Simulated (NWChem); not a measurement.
InNH3F; SMILES [NH2][InH][F]

```xyz
6

In    -0.2934    -0.0047     0.0003
H     -1.9771    -0.2167    -0.0830
F      0.8193    -1.6283    -0.0044
N      0.9249     1.5902    -0.0462
H      1.9019     1.4595     0.1963
H      0.6047     2.5098     0.2366
```
Atoms are numbered in this order, from 1.

Computed with NWChem. All runs use the structure optimised with PBE0/def2-SVP (def2 core potentials past Kr).

Question: Predict the results for PBE/STO-3G (all-electron, non-relativistic). Quantities: highest occupied level (eV); orbital gap (eV); dipole (D).

Answer: The highest occupied level (eV) is -1.55 and the orbital gap (eV) comes out as 3.93. The dipole (D) comes out as 1.35.
